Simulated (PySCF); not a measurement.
C4H8BN, SMILES NB1CC=CC1. Atoms are numbered in the order given.

```xyz
14

N      0.0000     0.0000     2.1902
B      0.0000     0.0000     0.7954
C      0.0000    -1.2941    -0.1433
C      0.0000    -0.6714    -1.5235
C      0.0000     0.6714    -1.5235
C      0.0000     1.2941    -0.1433
H      0.0000     0.8469     2.7464
H      0.0000    -0.8469     2.7464
H     -0.8791    -1.9479     0.0202
H      0.8791    -1.9479     0.0202
H      0.0000    -1.2708    -2.4402
H      0.0000     1.2708    -2.4402
H     -0.8791     1.9479     0.0202
H      0.8791     1.9479     0.0202
```

Geometry: B3LYP-D3(BJ)/def2-SVP. The structure was generated by enumeration, and PubChem lists no compound with its InChIKey, so it may never have been made. One conformer was computed; it need not be the lowest.

Calculation: HF/def2-TZVP (PySCF).

* **total energy**: -235.38678 hartree
* **point group**: C2v
* **highest occupied level**: -9.01 eV
* **lowest empty level**: 3.17 eV
* **orbital gap**: 12.18 eV
* **dipole moment**: 1.78 D
* **quadrupole, principal values (traceless, Buckingham form, about the centre of nuclear charge)**: -5.75, 0.57, 5.17 D·Å
* **mean static polarisability**: 62.7 bohr³ (9.29 Å³)
* **polarisability, principal values**: 47.0, 67.7, 73.4 bohr³
